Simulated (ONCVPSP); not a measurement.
Transferability test, ONCV potential for magnesium

* Element: Mg
* Generator: ONCVPSP 4.0.1
* Type: optimised norm-conserving Vanderbilt (ONCV)
* Functional: BLYP
* Relativity: scalar-relativistic
* Frozen core: [He]
* Valence charge: 10
* Reference configuration: 2s2 2p6 3s2
* Partial waves: 2s+3s: rc 1.40 bohr, ncon 4, nbas 8, qcut 8.3 1/bohr, 3 projectors, debl 2.9 Ha; 2p: rc 0.80 bohr, ncon 3, nbas 6, qcut 15.4 1/bohr, 2 projectors, debl 3.2 Ha; d scattering state at 0.17 Ha: rc 1.40 bohr, ncon 4, nbas 8, qcut 6.9 1/bohr, 2 projectors, debl 0.7 Ha
* Local potential: polynomial inside 0.75 bohr (lpopt 4, dvloc0 4 Ha)
* Core correction: Teter function fitted to the true core (icmod 2), fcfact 0.6

Energies are relative to the spin-unpolarised reference configuration 2s2 2p6 3s2; without spin polarisation the order of configurations can differ from experiment.

```json
{"valence configuration": "2s2 2p6 3s1", "charge": "+1", "ΔE all-electron (eV)": "7.894", "error AE − PS (meV)": "-0.3"}
{"valence configuration": "2s2 2p6 3s1.5", "charge": "+0.5", "ΔE all-electron (eV)": "3.091", "error AE − PS (meV)": "-0.1"}
{"valence configuration": "2s2 2p6 3s0 3p2", "charge": "0", "ΔE all-electron (eV)": "7.333", "error AE − PS (meV)": "-0.1"}
```

(1) What are ΔE and the potential's error for 2s2 2p6 3s0?

## Answers

(1) ΔE = 23.109 eV all-electron; the error (AE − PS) is -1.4 meV.
